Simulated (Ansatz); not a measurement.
Start from `[CH3][Al]([F])[C]#N` and change one atom or group to get `C[S][Al]([CH3])[F]`.

Ansatz, PBE0-D4/def2-TZVP geometries, multiplicity 1. Each molecule was computed in one conformer, which needn't be the lowest.

```json
{"property": "LUMO energy (PBE0/def2-TZVPP) / eV", "`[CH3][Al]([F])[C]#N`": "-1.82"}
{"property": "HOMO–LUMO gap (B3LYP/def2-TZVPP) / eV", "`[CH3][Al]([F])[C]#N`": "7.15"}
{"property": "LUMO energy (ωB97M-V/def2-TZVPP) / eV", "`[CH3][Al]([F])[C]#N`": "-0.06"}
{"property": "HOMO–LUMO gap (ωB97M-V/def2-TZVPP) / eV", "`[CH3][Al]([F])[C]#N`": "11.68"}
{"property": "HOMO energy (PBE0/def2-TZVPP) / eV", "`[CH3][Al]([F])[C]#N`": "-9.45"}
{"property": "LUMO energy (PBE/def2-TZVPP) / eV", "`[CH3][Al]([F])[C]#N`": "-2.65"}
```

Task: What does the change do to each property? (Best estimate.)

Result: Computed: 
```json
{"property": "LUMO energy (PBE0/def2-TZVPP) / eV", "`C[S][Al]([CH3])[F]`": "-0.27", "shift": "1.55"}
{"property": "HOMO–LUMO gap (B3LYP/def2-TZVPP) / eV", "`C[S][Al]([CH3])[F]`": "6.45", "shift": "-0.70"}
{"property": "LUMO energy (ωB97M-V/def2-TZVPP) / eV", "`C[S][Al]([CH3])[F]`": "1.27", "shift": "1.33"}
{"property": "HOMO–LUMO gap (ωB97M-V/def2-TZVPP) / eV", "`C[S][Al]([CH3])[F]`": "10.65", "shift": "-1.03"}
{"property": "HOMO energy (PBE0/def2-TZVPP) / eV", "`C[S][Al]([CH3])[F]`": "-7.20", "shift": "2.25"}
{"property": "LUMO energy (PBE/def2-TZVPP) / eV", "`C[S][Al]([CH3])[F]`": "-1.04", "shift": "1.61"}
```

With PBE0 the HOMO rises by 2.25 eV and the LUMO rises by 1.55 eV, so the gap narrows by about 0.70 eV. PBE moves the HOMO by 1.99 eV and ωB97M-V by 2.36 eV.

B3LYP here is the variant with VWN-RPA as its local correlation; programs differ in this.
